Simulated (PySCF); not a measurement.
SMILES C(/OC)=C/C#C, GFN2-xTB optimised geometry.

```
12

C      1.12     1.79    -0.01
C      1.22     0.59    -0.01
C      1.46    -0.80     0.00
C      0.58    -1.80     0.00
O     -0.77    -1.80     0.00
C     -1.45    -0.57     0.00
H      0.99     2.83    -0.01
H      2.51    -1.07     0.00
H      0.93    -2.83     0.00
H     -2.51    -0.81     0.00
H     -1.21     0.02    -0.89
H     -1.20     0.02     0.89
```

Density from CAM-B3LYP/def2-TZVP run with PySCF 2.14.0 at that geometry.

Minimum of the electron density along straight lines between bonded atoms, close to the bond critical point (lines longer than 1.1 times the sum of covalent radii, or with two minima, are not listed):

```json
[
 {"bond": "C1–C2", "length / Å": "1.202", "ρ at the minimum / e bohr⁻³": "0.419", "∇²ρ there / e bohr⁻⁵": "-1.20", "position (fraction from the first atom)": "0.48"},
 {"bond": "C2–C3", "length / Å": "1.409", "ρ at the minimum / e bohr⁻³": "0.299", "∇²ρ there / e bohr⁻⁵": "-0.89", "position (fraction from the first atom)": "0.53"},
 {"bond": "C3–C4", "length / Å": "1.338", "ρ at the minimum / e bohr⁻³": "0.349", "∇²ρ there / e bohr⁻⁵": "-1.06", "position (fraction from the first atom)": "0.48"},
 {"bond": "C4–O5", "length / Å": "1.348", "ρ at the minimum / e bohr⁻³": "0.302", "∇²ρ there / e bohr⁻⁵": "-0.61", "position (fraction from the first atom)": "0.34"},
 {"bond": "O5–C6", "length / Å": "1.410", "ρ at the minimum / e bohr⁻³": "0.258", "∇²ρ there / e bohr⁻⁵": "-0.50", "position (fraction from the first atom)": "0.65"},
 {"bond": "C1–H7", "length / Å": "1.048", "ρ at the minimum / e bohr⁻³": "0.300", "∇²ρ there / e bohr⁻⁵": "-1.15", "position (fraction from the first atom)": "0.66"},
 {"bond": "C3–H8", "length / Å": "1.082", "ρ at the minimum / e bohr⁻³": "0.284", "∇²ρ there / e bohr⁻⁵": "-1.00", "position (fraction from the first atom)": "0.65"},
 {"bond": "C4–H9", "length / Å": "1.083", "ρ at the minimum / e bohr⁻³": "0.295", "∇²ρ there / e bohr⁻⁵": "-1.10", "position (fraction from the first atom)": "0.66"},
 {"bond": "C6–H10", "length / Å": "1.089", "ρ at the minimum / e bohr⁻³": "0.288", "∇²ρ there / e bohr⁻⁵": "-1.04", "position (fraction from the first atom)": "0.65"},
 {"bond": "C6–H11", "length / Å": "1.093", "ρ at the minimum / e bohr⁻³": "0.286", "∇²ρ there / e bohr⁻⁵": "-1.02", "position (fraction from the first atom)": "0.65"},
 {"bond": "C6–H12", "length / Å": "1.093", "ρ at the minimum / e bohr⁻³": "0.286", "∇²ρ there / e bohr⁻⁵": "-1.02", "position (fraction from the first atom)": "0.65"}
]
```
